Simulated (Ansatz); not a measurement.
**Question.** Name a neutral molecule of B, C, F with LUMO energy (B3LYP/def2-TZVPP) between -1.60 and -1.30 eV and HOMO energy (PBE/def2-TZVPP) between -8.95 and -8.65 eV (Ansatz, PBE0-D4/def2-TZVP geometry).

**Answer.** `FB(F)C(F)(F)F` (-1.49 eV, -8.80 eV). Other molecules can fit too; these were computed, each in one conformer that needn't be the lowest.

B3LYP here is the variant with VWN-RPA as its local correlation; programs differ in this.
